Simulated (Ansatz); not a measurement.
CH$_{5}$AlO$_{2}$, SMILES `[CH3][Al]([OH])[OH]` at its PBE0-D4/def2-TZVP geometry, where that method's forces vanish. Charge 0, multiplicity 1.

```xyz
9

C     0.3241   -1.1758   -0.9019
Al   -0.0825    0.3211    0.2521
O    -1.6470    0.9786    0.2095
O     1.1320    0.9326    1.2686
H     0.2341   -0.8925   -1.9546
H     1.3370   -1.5483   -0.7371
H    -0.3756   -1.9998   -0.7371
H    -1.9541    1.7167    0.7309
H     1.0320    1.6675    1.8695
```

Q: What forces (eV/Å) does ωB97M-V/def2-TZVPP give on these atoms in Ansatz? (An estimate is asked.)

A: Computed: 
```
C1   0.001 -0.030 -0.029
Al2  0.032 -0.112 -0.084
O3  -0.057  0.067  0.035
O4   0.020  0.066  0.065
H5   0.011 -0.026  0.080
H6  -0.078  0.022 -0.018
H7   0.058  0.059 -0.014
H8  -0.019 -0.023 -0.027
H9   0.031 -0.023 -0.008
```
